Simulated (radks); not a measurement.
Results of a calculation; reference values are marked as such.
Ce7+, 51 electrons, occupied as [Kr] 4d10 5s2 5p3 (the NIST ground configuration). Code: a radial shooting solver on a logarithmic mesh with Libxc functionals. Model: Dirac Kohn-Sham, LDA (Slater exchange, Perdew-Wang correlation), spin-unpolarised, spherical densities, finite nucleus; open shells fill j = l - 1/2 first; Fermi nuclear charge, rms radius 4.8771 fm.

Spin-orbit splittings of the eigenvalues, e(l+1/2) - e(l-1/2), with zeta = 2 splitting/(2l+1) and mean radii in bohr:

shell  occ.  splitting (eV)  zeta (eV)  <r> j=l-1/2  <r> j=l+1/2
2p        6           446.0      297.3      0.08798      0.09419
3p        6           87.62      58.41       0.2683       0.2805
3d       10           18.83      7.533       0.2514       0.2553
4p        6           19.27      12.84       0.6518       0.6785
4d       10           3.436      1.374       0.7267       0.7358
5p        3           3.956      2.638        1.496        1.547
